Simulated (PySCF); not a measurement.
# State search for AlI

Unrestricted PBE0; PySCF, scalar-relativistic core potentials, basis sets Al def2-TZVPP, I def2-TZVPP with ECP28. Outer shells of the fragments: Al 3s2 3p1; I 4d10 5s2 5p5.

Followed along the bond (rough minima from three points):

```tsv
2Ms+1	unpaired	⟨S²⟩ at the start	R at minimum (Å)	Te (eV)
1	none	0.00	2.56	0.00
3	σ ↑, π ↑	2.00	2.50	2.51
```

Solutions found at the starting distance of 2.505 Å, counted from the lowest of them; the search is not exhaustive and high or unbound solutions are not listed, so other states can lie among these:

```csv
2Ms+1,unpaired,term,E (eV),⟨S²⟩,⟨Lz²⟩,μ (D)
1,none,¹Σ⁺,0.00,0.00,0.00,-1.46
3,"σ ↑, π ↑",³Π,2.50,2.00,1.01,-1.21
1,"σ ↑, π ↓",mixed,3.06,1.01,1.01,-0.75
3,π ↑↑,mixed,4.61,2.02,2.02,3.75
3,σ ↑↑,³Σ⁺,4.73,2.00,0.00,-0.90
3,π ↑↑,mixed,4.80,2.01,2.02,3.85
```

A term symbol is given only where ⟨S²⟩ and ⟨Lz²⟩ are close to those of a pure state; real π, δ and φ orbitals otherwise mix terms. A positive dipole means Al(−)I(+).

The measured ground state is X ¹Σ+ (Huber and Herzberg, Constants of Diatomic Molecules (1979)).

Spin–orbit coupling is left out. Counting both spins, an empty level lies below a filled one in some of these solutions, because spin and occupation are held.
